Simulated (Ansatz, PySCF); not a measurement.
Three-fold rotor about C1–O2 in CH6GeO (SMILES C[O][GeH3]); single points on GFN2-xTB geometries with the dihedral held.
Staggered geometry (60°) (charge 0, multiplicity 1):
```xyz
9

C      1.350    -0.069     0.138
O      0.574    -0.097    -1.039
Ge    -0.833    -1.099    -1.314
H      1.785    -1.048     0.357
H      2.156     0.649    -0.025
H      0.760     0.251     1.001
H     -0.463    -2.554    -1.199
H     -1.179    -0.683    -2.697
H     -1.903    -0.779    -0.305
```

Frozen-core correlation. Filled d and f shells under p-block atoms count as core. CBS: X⁻³ extrapolation of the correlation energy, Hartree–Fock from the larger set. MP2 and its Hartree–Fock in cc-pVQZ are density fitted. Rows in 6-31G* carry no dispersion term and start afresh at each structure (6-31G* with six Cartesian d functions); the Pople sets are all-electron and without relativity.

Run with Ansatz (an electronic-structure program) with Gaussian orbitals; PySCF for 6-31G* rows. Values without a source in brackets are computed.

Energies above the staggered point (kcal/mol):

| dihedral (°) | PBE/def2-TZVPP | B3LYP/6-31G* | MP2/CBS(cc-pVTZ, cc-pVQZ) + ΔCCSD(T)/cc-pVTZ |
|---|---|---|---|
| 0 | 0.954 | 1.070 | 0.830 |
| 20 | 0.673 | 0.749 | 0.576 |
| 40 | 0.215 | 0.238 | 0.180 |
| 60 | 0.000 | 0.000 | 0.000 |
| 80 | 0.189 | 0.208 | 0.163 |
| 100 | 0.635 | 0.708 | 0.549 |
| 120 | 0.956 | 1.072 | 0.831 |

Moments of inertia of the two ends about the bond: 3.179 and 159.842 u Å².

Fit V = V₃/2 (1 − cos 3φ) + V₆/2 (1 − cos 6φ), φ counted from the staggered point, and estimate the harmonic torsional frequency.


V₃ is the energy at φ = 60°; at φ = 20° (mean of both sides) V = 0.25 V₃ + 0.75 V₆. The reduced moment I₁I₂/(I₁ + I₂) = 3.117 u Å² gives F = 16.8576/I = 5.409 cm⁻¹ (a rough rule where the frame isn't a symmetric top). Near the minimum V = kφ²/2 with k = (9V₃ + 36V₆)/2, and ω = √(2Fk), with 1 kcal/mol = 349.755 cm⁻¹.
- PBE/def2-TZVPP: V₃ = 0.95, V₆ = -0.049 kcal/mol, k = 1194 cm⁻¹/rad², ω = 114 cm⁻¹
- B3LYP/6-31G*: V₃ = 1.07, V₆ = -0.060 kcal/mol, k = 1310 cm⁻¹/rad², ω = 119 cm⁻¹
- MP2/CBS(cc-pVTZ, cc-pVQZ) + ΔCCSD(T)/cc-pVTZ: V₃ = 0.83, V₆ = -0.048 kcal/mol, k = 1002 cm⁻¹/rad², ω = 104 cm⁻¹
